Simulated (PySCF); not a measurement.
## Br²⁺: ionisation energy

Br²⁺ [Ar] 3d10 4s2 4p3 (4S) → Br³⁺ [Ar] 3d10 4s2 4p2 (3P), as a difference of total energies. Computed with PySCF 2.14 in cc-pVDZ-PP with ECP10MDF (4s3p2d, 23 functions), with a scalar-relativistic core potential. Correlated levels: valence: 3s2 3p6 3d10 frozen. The calculations carry no spin-orbit coupling.

Q: Order these methods by the ionisation energy they give, lowest first.
A. MP2 (valence)
B. SCS-MP2 (valence)
C. B3LYP
D. CCSD(T) (valence)

A: B (34.848 eV), D (34.920 eV), A (34.968 eV), C (35.050 eV).

The reference lies between the lowest fine-structure levels, while these numbers refer to the centres of the terms.

Errors of the correlated levels include the incompleteness of this basis and the frozen core.

For comparison: 34.871 ± 0.019 eV (measured; NIST Atomic Spectra Database, ionization energies).
